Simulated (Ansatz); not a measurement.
A run for Ansatz (an electronic-structure program): R-PBE/def2-TZVPP on CH4SeTe (SMILES C[Te][SeH]), a point of a torsion scan. Elements past Kr take the def2 small-core potentials; no spin–orbit coupling.

Ansatz 0.2 input:
```yaml
crystal:
  periodic: [false, false, false]
  atoms:
    - {symbol: C, position_ang: [-1.15367696, -0.13828253, -0.00505264]}
    - {symbol: Te, position_ang: [0.68373180, 0.93867537, 0.42666153]}
    - {symbol: Se, position_ang: [1.57792459, 0.86538946, -1.89054315]}
    - {symbol: H, position_ang: [-1.17019475, -0.39489725, -1.05590211]}
    - {symbol: H, position_ang: [-2.00445399, 0.48690683, 0.22956805]}
    - {symbol: H, position_ang: [-1.19378934, -1.04198311, 0.58838990]}
    - {symbol: H, position_ang: [2.35659338, -0.35588587, -1.81701712]}
basis:
  gaussian:
    orbitals: def2-TZVPP
hamiltonian:
  xc: {name: PBE}
scf: {lower_state_search: off}
```

The head of its log:

```
WARN ansatz: RAYON_NUM_THREADS=1 ignored (pool sized by the plan → 1); use --threads N
Functional definition: PBE
these checks for a lower state are left out or cut short: stability, starts, cluster_reference, orbital_swaps, neighbouring_geometries, increment
integrals: 0.10 GiB planned
1189 factors; their error is unknown
mean field: 0.70 GiB planned
mean field evaluation 1: about -73724.9229 eV, gradient 6.5e1 eV
mean field evaluation 2: about -73697.7142 eV, gradient 1.1e2 eV
```

Predict the final total energy.

-2709.6984 hartree.
